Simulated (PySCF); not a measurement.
Saddle point of BNH₃OF, closed shell (BNH₃OF ([NH2][B]([OH])[F]) → BOF + NH₃ (still joined by a long B–N bond); bonds formed: N2–H4; bonds broken: O3–H4; bonds weakened to dative contacts: B1–N2), PBE0-D4/def2-TZVP structure:

```
7
angstrom
B -0.5123 0.5289 0.3752
N 0.5010 -0.5291 -0.1824
O -0.9605 1.0804 -0.7085
H -0.0619 0.1336 -1.0671
F -0.7290 0.6815 1.6736
H 1.4883 -0.3845 -0.0102
H 0.2742 -1.5108 -0.0806
```

Energies are electronic, without zero-point energy. Barriers and step energies count from the start structure reached by relaxing down the imaginary mode; all methods use the PBE0-D4 structures, on which another method's saddle can fall below an end. PySCF 2.14 with density fitting (its default auxiliary sets; JK sets also for MP2 and CCSD(T)); basis: def2-TZVPP, with def2-QZVPP for the basis limit; cores frozen in the correlated methods. B3LYP uses VWN-RPA correlation. Extrapolation: Hartree–Fock as exp(−7.88 √X), correlation as X^−2.97.

```tsv
method	barrier (kcal/mol)	step energy (kcal/mol)
SPW92	?	30.60
PBE-D4	43.07	28.39
r2SCAN-D4	47.65	31.06
PBE0-D4	48.15	31.62
B3LYP-D4	49.54	30.58
BHLYP-D4	?	34.02
wB97M-V	?	31.49
HF	64.20	37.38
MP2	48.61	30.31
CCSD	52.86	32.36
CCSD(T)	50.29	31.08
```

(1) Fill in the withheld barriers. (An estimate is asked for; the value comes from the calculation.)

T1 diagnostic: at most 0.015.

Answers

(1) The calculation gives: BHLYP-D4 55.35; SPW92 40.74; wB97M-V 49.64 kcal/mol. Each is the energy of the saddle less that of the start structure, by the same method.

For comparison, the barrier by CCSD(T) at an estimated basis limit (MP2 extrapolated from triple and quadruple zeta, plus CCSD(T) − MP2 in triple zeta) is 50.59 kcal/mol.

Labels in which every atom is bracketed show which atoms are joined, not bond orders.

For scale, one of the runs: CCSD(T)/def2-TZVPP, 166 basis functions, launched by `OMP_NUM_THREADS=4 python run.py`. The run took 2.8 min on 4 CPU threads of an Arm Neoverse V2 (shared host), with 1.6 GiB of host memory at its peak.
